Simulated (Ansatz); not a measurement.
Reaction (redistribution): `O[SiH2][AsH2]` + `[SiH3][TeH]` → `O[SiH2][TeH]` + `[SiH3][AsH2]`

Gas-phase electronic energies from Ansatz, PBE0-D4/def2-TZVP geometries. CCSD(T)/CBS is the MP2 limit (def2-TZVPP, def2-QZVPP) plus CCSD(T) − MP2 in def2-TZVPP, frozen cores. DFT in def2-TZVPP. def2 core potentials past Kr. For As, Te outer-core shells are correlated without core-valence functions, which leaves a few kJ/mol of doubt a bond. Scalar relativity is left out up to krypton. One conformer a species, not always the lowest.

`O[SiH2][AsH2]`:

Cartesian coordinates in Å:
```
O -1.252 0.456 -1.224
Si -0.240 -0.443 -0.280
As 1.454 1.041 0.402
H -2.063 0.044 -1.526
H -0.988 -1.055 0.854
H 0.394 -1.550 -1.052
H 2.076 -0.053 1.262
H 0.619 1.560 1.564
```

`[SiH3][TeH]`:

```xyz
6

Si   -0.446    0.361   -0.304
Te    1.800   -0.190    0.631
H    -1.482    0.396    0.758
H    -0.291    1.711   -0.901
H    -0.850   -0.610   -1.351
H     1.269   -1.667    1.166
```

`O[SiH2][TeH]`:

```xyz
7

O    -0.757   -1.415   -0.496
Si    0.471   -0.403   -0.085
Te   -0.006    1.997   -0.588
H    -1.647   -1.145   -0.266
H     0.788   -0.471    1.364
H     1.624   -0.826   -0.908
H    -0.472    2.263    0.979
```

`[SiH3][AsH2]`:

Cartesian coordinates in Å:
```
Si -0.391 -0.724 -0.255
As 1.002 0.745 0.968
H -1.346 -1.356 0.692
H 0.462 -1.783 -0.854
H -1.156 -0.048 -1.335
H -0.107 1.781 1.090
H 1.537 1.384 -0.306
```

| level | ΔE (kJ/mol) |
| --- | --- |
| B97M-V | -8.5 |
| BHLYP-D4 | -8.1 |
| HF/def2-TZVPP | -6.1 |
| CCSD/def2-TZVPP | -7.9 |

Q: What does CCSD(T)/CBS give? (Best estimate.)

A: Ansatz gave: -8.8 kJ/mol. The listed levels differ from it by 0.3, 0.7, 2.7, 0.9 kJ/mol.

Largest T1 diagnostic among the species: 0.011.

Leaving LDA and LC-ωPBE aside and taking each functional with its dispersion term where it has one, the values, not all of them listed here, spread over 3.3 kJ/mol, from PBE-D4 to BHLYP-D4.
